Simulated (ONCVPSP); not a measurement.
## Transferability test, ONCV potential for Au

- Element: gold (Au)
- Generator: ONCVPSP 4.0.1
- Type: optimised norm-conserving Vanderbilt (ONCV)
- Functional: LDA (Perdew-Zunger)
- Relativity: fully relativistic
- Frozen core: [Kr] 4d10 4f14
- Valence charge: 19
- Reference configuration: 5s2 5p6 5d8 (charge +3)
- Partial waves: 5s: rc 1.60 bohr, ncon 4, nbas 7, qcut 6.2 1/bohr, 2 projectors, debl 3.5 Ha; 5p: rc 1.50 bohr, ncon 4, nbas 9, qcut 8.1 1/bohr, 2 projectors, debl 0.9 Ha; 5d: rc 1.90 bohr, ncon 4, nbas 8, qcut 9.6 1/bohr, 3 projectors, debl 3.9 Ha; f scattering state at 0.3 Ha: rc 1.95 bohr, ncon 4, nbas 9, qcut 5.8 1/bohr, 2 projectors, debl 2.9 Ha
- Local potential: polynomial inside 1.20 bohr (lpopt 5, dvloc0 0 Ha)
- Core correction: polynomial model core, fcfact 0.15

Open shells are filled in proportion to 2j + 1.

In the s channel the program set the typed energies aside and used -5.320, 0.050 Ha. In the p channel the program set the typed energies aside and used -3.357, 0.250 Ha (j = l + 1/2; the other j can differ).

Energies are relative to the spin-unpolarised reference configuration 5s2 5p6 5d8; without spin polarisation the order of configurations can differ from experiment.

```json
{"valence configuration": "5s2 5p6 5d10 6s1", "charge": "0", "ΔE all-electron (eV)": "-65.481", "error AE − PS (meV)": "+2.5"}
{"valence configuration": "5s2 5p6 5d10", "charge": "+1", "ΔE all-electron (eV)": "-55.691", "error AE − PS (meV)": "-6.9"}
{"valence configuration": "5s2 5p6 5d9", "charge": "+2", "ΔE all-electron (eV)": "-34.169", "error AE − PS (meV)": "-2.5"}
```

Problem. What are ΔE and the potential's error for 5s2 5p6 5d10 6s0.5?

Solution. ΔE = -61.525 eV all-electron; the error (AE − PS) is -1.2 meV.

Levels in the configuration 5s2 5p6 5d10 6s0.5:

| level | all-electron (eV) | pseudo (eV) |
| --- | --- | --- |
| 5s j=1/2 | -112.641 | -112.598 |
| 5p j=3/2 | -59.724 | -59.708 |
| 5p j=1/2 | -76.388 | -76.368 |
| 5d j=5/2 | -10.646 | -10.642 |
| 5d j=3/2 | -12.203 | -12.199 |
| 6s j=1/2 | -9.756 | -9.765 |
